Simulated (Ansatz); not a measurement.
One change: `F[Si]Br` becomes `O[Si]Br`.

Ansatz, PBE0-D4/def2-TZVP geometries, multiplicity 1. Each molecule was computed in one conformer, which needn't be the lowest.

Scalar relativity is left out up to krypton.

| property | `F[Si]Br` |
| --- | --- |
| HOMO–LUMO gap (PBE/def2-TZVPP) / eV | 3.29 |
| LUMO energy (PBE/def2-TZVPP) / eV | -3.43 |
| HOMO energy (PBE/def2-TZVPP) / eV | -6.72 |
| size of the dipole moment (ωB97M-V/def2-TZVPP) / D | 1.33 |
| size of the dipole moment (B3LYP/def2-TZVPP) / D | 1.20 |
| HOMO energy (B3LYP/def2-TZVPP) / eV | -7.64 |

(1) What does the change do to each property? (An estimate is asked.)

Answers

(1) The calculation gave: 
```json
{"property": "HOMO–LUMO gap (PBE/def2-TZVPP) / eV", "`O[Si]Br`": "3.51", "shift": "0.22"}
{"property": "LUMO energy (PBE/def2-TZVPP) / eV", "`O[Si]Br`": "-2.95", "shift": "0.48"}
{"property": "HOMO energy (PBE/def2-TZVPP) / eV", "`O[Si]Br`": "-6.46", "shift": "0.26"}
{"property": "size of the dipole moment (ωB97M-V/def2-TZVPP) / D", "`O[Si]Br`": "1.03", "shift": "-0.30"}
{"property": "size of the dipole moment (B3LYP/def2-TZVPP) / D", "`O[Si]Br`": "0.98", "shift": "-0.22"}
{"property": "HOMO energy (B3LYP/def2-TZVPP) / eV", "`O[Si]Br`": "-7.35", "shift": "0.29"}
```

With PBE0 the HOMO rises by 0.30 eV and the LUMO rises by 0.49 eV, so the gap widens by about 0.19 eV. PBE moves the HOMO by 0.26 eV and ωB97M-V by 0.29 eV. The zero-point energy changes by 30.7 kJ/mol with +3 modes. Dipoles are sizes alone; their direction can turn.

B3LYP here is the variant with VWN-RPA as its local correlation; programs differ in this.

Spin–orbit coupling is left out; it splits and shifts lone-pair levels of the heavy atoms by tenths of an eV.
